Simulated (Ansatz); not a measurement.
`C#[C][GaH][CH3]` + CH₃OH → `C[O][GaH][CH3]` + `C#C` at 500 K and 1 bar (ligand exchange at a Ga–C bond).

Gas-phase electronic energies from Ansatz, PBE0-D4/def2-TZVP geometries. CCSD(T)/CBS adds triple-zeta CCSD(T) − MP2 to the extrapolated MP2 energy (def2 sets, frozen cores). This one scheme is used for every species. For Ga outer-core shells are correlated without core-valence functions, which leaves a few kJ/mol of doubt a bond. Scalar relativity is left out up to krypton. Each species was taken in one conformer, which may not be the lowest.

```json
{"species": "`C#[C][GaH][CH3]`", "CCSD(T)/CBS energy (Eh)": "-2041.04465", "H − E (kJ/mol)": "202.7", "S (J/(mol·K))": "404.4"}
{"species": "CH₃OH", "CCSD(T)/CBS energy (Eh)": "-115.61712", "H − E (kJ/mol)": "157.0", "S (J/(mol·K))": "265.4"}
{"species": "`C[O][GaH][CH3]`", "CCSD(T)/CBS energy (Eh)": "-2079.44369", "H − E (kJ/mol)": "267.1", "S (J/(mol·K))": "417.7"}
{"species": "`C#C`", "CCSD(T)/CBS energy (Eh)": "-77.22717", "H − E (kJ/mol)": "90.7", "S (J/(mol·K))": "225.3"}
```

H − E and S are ideal-gas, rigid-rotor, harmonic terms from PBE0-D4/def2-TZVP, for one conformer and one mirror image of each species. 1 Eh = 2625.50 kJ/mol, R = 8.31446 J/(mol·K).

**Question.** By hand: ΔE, ΔH, ΔS and ΔG.

**Answer.** ΔE = (-2079.44369) + (-77.22717) − (-2041.04465) − (-115.61712) = -0.00909 Eh = -23.9 kJ/mol. Δ(H − E) = 267.1 + 90.7 − 202.7 − 157.0 = -1.9, so ΔH = -25.8 kJ/mol. ΔS = 417.7 + 225.3 − 404.4 − 265.4 = -26.8 J/(mol·K). ΔG = -25.8 − 500 × (-26.8)/1000 = -12.4 kJ/mol.

**Question.** By hand: the equilibrium constant, and the temperature at which ΔG would vanish if ΔH and ΔS stayed fixed.

**Answer.** log₁₀ K = −ΔG/(RT ln 10) = 1.3. ΔG = 0 at ΔH/ΔS = 963 K.

TΔS isn't small against ΔH here. A doubt of 5 kJ/mol in ΔE shifts log₁₀ K by 0.5 here. Other conformers and mirror images would add mixing entropy, several J/(mol·K) or more a flexible species. Modes under 60 cm⁻¹, often nearly free rotors, make the harmonic entropy too high. These are equilibria of isolated gas molecules and say nothing of rates. Largest T1 diagnostic: 0.014 (customary marks: 0.02 for closed shells, 0.045 for open ones).
